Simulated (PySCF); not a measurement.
PySCF 2.14 output of an unrestricted wB97M-V calculation on a single atom or ion in x2c-QZVPPall (9s6p4d2f1g, 70 functions), with scalar relativity by spin-free X2C-1e:

```
SCF conv_tol = 1e-09
number electrons alpha = 8  beta = 5
    N. Mardirossian and M. Head-Gordon.,  J. Chem. Phys. 144, 214110 (2016)
cycle= 1 E= -242.647859178042  delta_E= -0.00646  |g|= 0.0173  |ddm|= 0.314
cycle= 2 E= -242.647993273394  delta_E= -0.000134  |g|= 0.00465  |ddm|= 0.0317
cycle= 3 E= -242.648003706879  delta_E= -1.04e-05  |g|= 0.00156  |ddm|= 0.00759
cycle= 4 E= -242.648005330367  delta_E= -1.62e-06  |g|= 0.000215  |ddm|= 0.00355
cycle= 5 E= -242.648005450592  delta_E= -1.2e-07  |g|= 2.22e-05  |ddm|= 0.00109
cycle= 6 E= -242.648005451632  delta_E= -1.04e-09  |g|= 2.07e-06  |ddm|= 0.000111
cycle= 7 E= -242.648005451637  delta_E= -5.09e-12  |g|= 2.79e-07  |ddm|= 1.13e-05
converged SCF energy = -242.648005451637  <S^2> = 3.7500259  2S+1 = 4.0000129
```

The run itself started from symmetry-adapted Hartree-Fock orbitals and held the occupation by maximum overlap, on a logarithmic radial grid, so the iterations belong to that start.

Q: Which element, charge and spin multiplicity is this?

A: Al (aluminium, neutral), multiplicity 4; the state was [Ne] 3s1 3p2, high-spin 4P determinant (an excited configuration).
